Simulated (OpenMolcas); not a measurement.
Ru2+.

```yaml
Program: OpenMolcas
Method: CASSCF
Basis: ANO-RCC-VTZP [7s6p4d2f1g]
Scalar_Hamiltonian: DKH2, point nucleus
Active_space: 6 electrons in 5 orbitals (4d)
State_averaging: 2S+1 = 5 even, 5 roots; 2S+1 = 3 even, 45 roots; 2S+1 = 1 even, 50 roots
Spin-orbit_coupling: RASSI with atomic mean-field integrals over the reference wave functions, term energies averaged over their components
```

Levels without dynamic correlation, in cm⁻¹ above 4d⁶ ⁵D₄:

```tsv
Level	E
4d⁶ ³H₆	17825
4d⁶ ³P₂(1)	19030
4d⁶ ³G₅	22593
```

On this reference, MS-CASPT2, IPEA 0.25 Eh, imaginary shift 0.1 Eh (closed shells correlated: 4s 4p) puts 4d⁶ ³H₆ at 16140 cm⁻¹.

Question: Estimate the other levels at that method by one scale factor, and say how well it serves.

Answer: The factor is 16140 / 17825 = 0.905. Scaled values beside those that MS-CASPT2 gives:
```
     Level  Scaled  MS-CASPT2  Miss (%)
4d⁶ ³P₂(1)   17222      15740      +9.4
   4d⁶ ³G₅   20447      19710      +3.7
```
For these levels the scaled values miss MS-CASPT2 by up to 9.4 %, as correlation changes each term by its own factor, spin-orbit parts do not scale and CASPT2 has its own spread within terms. This holds within one configuration; levels of others move differently, and the target method has errors of its own against measurement.

CASPT2 does not keep the components of a term degenerate, so their means are used; among the terms shown or strongly mixed into the levels shown the widest spread is 460 cm-1 (4d⁶ ³G, MS-CASPT2). Levels of configurations with an s electron are missing; early in the row they begin among the upper levels of the d shell and mix with terms of their name. Without dynamic correlation excited terms often stand tens of per cent too high (terms of higher spin than the ground term too low), and those without a measured partner can miss by more than the paired ones (holds for CASSCF). Levels of configurations outside the active space are missing.

A number in round brackets counts repeated terms of one configuration in the order of the reference energies.
